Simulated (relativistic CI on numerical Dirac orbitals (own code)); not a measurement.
## Energy levels of Pt51+

Method of calculation: Dirac-Coulomb-Breit CI, KLI orbitals optimised for each configuration, model QED (radiative potential, 1s self-energy scaled to tabulated hydrogen-like ionisation energies), unscaled Slater integrals (own radial code, finite nucleus).

Configurations in the expansion (outside the closed core [Ne]): 3s2 3p6 3d9, 3s2 3p5 3d10, 3s 3p6 3d10, 3s2 3p6 3d8 4s, 3s2 3p6 3d8 4p, 3s2 3p4 3d10 4s, 3s2 3p6 3d8 4d, 3s2 3p4 3d10 4p, 3s2 3p5 3d9 4s, 3s2 3p6 3d8 4f, 3s2 3p4 3d10 4d, 3s 3p5 3d10 4s, 3s2 3p5 3d9 4p, 3s 3p5 3d10 4p, 3s2 3p6 3d7 4s2, 3s2 3p5 3d9 4d, 3s 3p6 3d9 4s, 3s 3p5 3d10 4d, 3s2 3p6 3d7 4s 4p, 3p6 3d10 4s, 3s2 3p5 3d9 4f, 3s2 3p6 3d8 5s, 3s2 3p6 3d7 4p2, 3s2 3p6 3d7 4s 4d, 3s 3p6 3d9 4p, 3s2 3p6 3d8 5p, 3p6 3d10 4p, 3s2 3p5 3d8 4s2, 3s2 3p6 3d8 5d, 3s2 3p6 3d7 4p 4d, 3p6 3d10 4d, 3s2 3p6 3d8 5f, 3s 3p6 3d9 4d, 3s2 3p5 3d8 4s 4p, 3s2 3p6 3d8 5g, 3s2 3p6 3d7 4d2. Levels of other configurations are missing.

The lowest level is 3s2 3p6 3d9 2D_5/2, with 100 % of that term; Hund's rules for 3s2 3p6 3d9 give 2D with J = 5/2, in agreement.

```tsv
No.	Configuration	Term	J	E (10³ cm⁻¹)	%	Landé g
1	3s2 3p6 3d9	2D	5/2	0.0	100	1.188
2	3s2 3p6 3d9	2D	3/2	695.1	100	0.786
3	3s2 3p5 3d10	2P°	3/2	4023.7	100	1.321
4	3s2 3p5 3d10	2P°	1/2	7263.6	100	0.647
5	3s 3p6 3d10	2S	1/2	9355.7	100	1.984
6	3d8(3F) 4s	4F	9/2	14888.8	86	1.292
7	3d8(3F) 4s	2F	7/2	14915.2	62	1.116
8	3d8(1D) 4s	2D	5/2	14973.2	48	1.340
9	3d8(1D) 4s	2D	3/2	14986.0	50	0.996
10	3d8(1S) 4s	2S	1/2	15150.1	50	2.025
11	3d8(3F) 4s	4F	7/2	15577.1	74	1.201
12	3d8(3F) 4s	4F	5/2	15583.8	64	0.962
13	3d8(3P) 4s	4P	5/2	15659.8	49	1.292
14	3d8(3P) 4s	4P	3/2	15666.4	30	1.094
15	3d8(3P) 4s	4P	3/2	15705.4	61	1.538
16	3d8(1G) 4s	2G	9/2	15706.5	86	1.129
17	3d8(1G) 4s	2G	7/2	15712.1	85	0.915
18	3d8(3P) 4s	2P	1/2	15722.7	67	1.313
19	3d8(3F) 4p	4D°	7/2	15737.7	48	1.269
20	3d8(3F) 4p	2G°	9/2	15751.8	41	1.142
21	3d8(1D) 4p	2D°	3/2	15818.5	30	1.264
22	3d8(1D) 4p	2F°	5/2	15825.7	40	1.072
23	3d8(1S) 4p	2P°	1/2	15993.6	62	0.660
24	3d8(3F) 4s	4F	3/2	16315.8	60	0.588
25	3d8(3F) 4s	2F	5/2	16326.5	36	1.044
26	3d8(3F) 4p	4G°	7/2	16426.9	55	1.009
27	3d8(3F) 4p	4F°	5/2	16431.8	39	1.113
28	3s2 3p6 3d8 4p	2D°	3/2	16505.5	24	1.188
29	3d8(3P) 4p	2D°	5/2	16519.1	26	1.069
30	3d8(1S) 4s	2S	1/2	16533.0	49	1.970
31	3d8(3P) 4p	4P°	1/2	16541.5	54	1.796
32	3d8(1G) 4p	2H°	9/2	16551.9	66	0.977
33	3d8(1G) 4p	2F°	7/2	16569.9	54	1.075
34	3d8(3P) 4p	4D°	3/2	16573.2	43	1.265
35	3d8(3F) 4p	4G°	11/2	16863.9	86	1.237
36	3d8(3F) 4p	4F°	9/2	16891.2	59	1.226
37	3d8(3F) 4p	2F°	7/2	16894.9	56	1.206
38	3d8(3F) 4p	2D°	5/2	16897.2	62	1.145
39	3d8(1D) 4p	2D°	5/2	16950.3	57	1.232
40	3d8(1D) 4p	2F°	7/2	16973.0	48	1.232
41	3d8(1D) 4p	2P°	1/2	16978.8	60	0.982
42	3d8(3P) 4p	2P°	3/2	16984.5	53	1.203
43	3d8(1S) 4p	2P°	3/2	17142.0	51	1.334
44	3d8(3F) 4p	4G°	5/2	17163.2	46	0.784
45	3d8(3F) 4p	2D°	3/2	17201.9	38	0.846
46	3d8(1S) 4p	2P°	1/2	17388.3	57	0.658
47	3d8(3F) 4p	4G°	9/2	17553.5	68	1.157
48	3d8(3F) 4p	4D°	5/2	17558.2	44	1.117
49	3d8(3F) 4p	4F°	7/2	17568.3	57	1.147
50	3d8(3F) 4p	4D°	3/2	17572.7	47	0.955
51	3d8(3P) 4p	4P°	5/2	17629.6	44	1.259
52	3d8(3P) 4p	4D°	7/2	17640.3	47	1.187
53	3d8(3P) 4p	2D°	3/2	17654.8	34	1.055
54	3d8(3P) 4p	2P°	1/2	17659.3	39	0.762
55	3d8(1G) 4p	2H°	11/2	17667.9	86	1.106
56	3d8(1G) 4p	2F°	5/2	17679.2	82	0.902
57	3d8(3P) 4p	2P°	1/2	17697.1	43	1.376
58	3d8(3P) 4p	4D°	5/2	17698.4	57	1.296
59	3d8(1G) 4p	2G°	7/2	17706.5	51	1.021
60	3d8(3P) 4p	4S°	3/2	17718.3	41	1.471
61	3d8(1G) 4p	2G°	9/2	17725.7	70	1.077
62	3d8(3F) 4d	4P	5/2	18107.2	39	1.359
63	3d8(3F) 4d	4D	7/2	18132.4	36	1.229
64	3d8(3F) 4d	2H	11/2	18139.7	46	1.090
65	3d8(3F) 4d	4G	9/2	18159.2	33	1.140
66	3d8(1D) 4d	2D	3/2	18195.3	50	1.035
67	3d8(1D) 4d	2F	5/2	18206.3	40	1.075
68	3d8(1D) 4d	2G	7/2	18235.3	42	1.028
69	3d8(1D) 4d	2P	1/2	18246.9	37	1.488
70	3d8(3F) 4p	4F°	3/2	18290.3	28	0.917
```

Energies count from the lowest computed level; ° marks odd parity. Percentages are summed over parent terms; the parents shown are those of the largest component, closed shells are left out there.

The mean weight of the leading LS term, summed over parents, in these 70 levels is 55 %, and that of the leading jj configuration (from the same eigenvectors) 99 %, so jj coupling describes them better and the LS labels are nominal.

At this charge energies of transitions that change n are usually good to better than 1 %, and those within a shell (Δn = 0) to a few per cent.

LS names give the leading component of a level, which can be under half, so a name can repeat, a term be missing and a line seem to break the LS rules.
